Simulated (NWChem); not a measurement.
AlAsH₂F₂; SMILES [F][Al]([F])[AsH2]

```xyz
6

Al    -0.0726     1.0659     0.0317
As    -0.1735    -1.3293     0.1569
H      0.4950    -1.4228    -1.2112
H     -1.5747    -1.2954    -0.4457
F     -1.3422     2.0166     0.5158
F      1.3005     1.8542    -0.4620
```
Atoms are numbered in this order, from 1.

Level: PBE0/def2-SVP (NWChem), optimised geometry, unscaled harmonic frequencies. 

Problem. List the harmonic frequencies with IR intensities, and the thermochemistry.

Solution. 
```json
[
 {"frequency (cm⁻¹)": "84", "IR intensity (km/mol)": "4.1"},
 {"frequency (cm⁻¹)": "128", "IR intensity (km/mol)": "3.7"},
 {"frequency (cm⁻¹)": "198", "IR intensity (km/mol)": "23.9"},
 {"frequency (cm⁻¹)": "213", "IR intensity (km/mol)": "53.0"},
 {"frequency (cm⁻¹)": "353", "IR intensity (km/mol)": "35.4"},
 {"frequency (cm⁻¹)": "523", "IR intensity (km/mol)": "5.6"},
 {"frequency (cm⁻¹)": "582", "IR intensity (km/mol)": "1.5"},
 {"frequency (cm⁻¹)": "810", "IR intensity (km/mol)": "144.7"},
 {"frequency (cm⁻¹)": "947", "IR intensity (km/mol)": "106.0"},
 {"frequency (cm⁻¹)": "991", "IR intensity (km/mol)": "17.7"},
 {"frequency (cm⁻¹)": "2215", "IR intensity (km/mol)": "49.1"},
 {"frequency (cm⁻¹)": "2230", "IR intensity (km/mol)": "64.6"}
]
```

```json
{
 "zero_point_energy": "13.3 kcal/mol",
 "thermal correction to the enthalpy at 298.15 K (with zero-point energy)": "17.8 kcal/mol",
 "heat capacity Cv": "18.8 cal/(mol K)",
 "entropy at 298.15 K and 1 atm (symmetry number 1)": "81.9 cal/(mol K)",
 "dipole_moment": "1.78 D"
}
```

Rigid rotor and harmonic oscillator; modes under 100 cm⁻¹ make the entropy uncertain.
